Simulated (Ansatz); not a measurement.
Start from `BC(B)(C)F` and change one atom or group to get `BC(C)(F)[SiH3]`.

Ansatz, PBE0-D4/def2-TZVP geometries, multiplicity 1. 

```tsv
property	`BC(B)(C)F`
LUMO energy (PBE/def2-TZVPP) / eV	-2.09
size of the dipole moment (ωB97M-V/def2-TZVPP) / D	2.53
HOMO energy (PBE/def2-TZVPP) / eV	-6.78
HOMO–LUMO gap (B3LYP/def2-TZVPP) / eV	6.58
LUMO energy (B3LYP/def2-TZVPP) / eV	-1.37
HOMO–LUMO gap (PBE0/def2-TZVPP) / eV	7.03
```

(1) Give the same properties after the change, and the shifts. (An estimate is asked.)

Answers

(1) Ansatz gave: 
```csv
property,`BC(C)(F)[SiH3]`,shift
LUMO energy (PBE/def2-TZVPP) / eV,-2.27,-0.18
size of the dipole moment (ωB97M-V/def2-TZVPP) / D,1.73,-0.80
HOMO energy (PBE/def2-TZVPP) / eV,-6.55,0.23
HOMO–LUMO gap (B3LYP/def2-TZVPP) / eV,6.10,-0.48
LUMO energy (B3LYP/def2-TZVPP) / eV,-1.54,-0.17
HOMO–LUMO gap (PBE0/def2-TZVPP) / eV,6.50,-0.53
```

With PBE0 the HOMO rises by 0.32 eV and the LUMO falls by 0.21 eV, so the gap narrows by about 0.53 eV. PBE moves the HOMO by 0.23 eV and ωB97M-V by 0.41 eV. Dipoles are sizes alone; their direction can turn.

B3LYP here is the variant with VWN-RPA as its local correlation; programs differ in this.
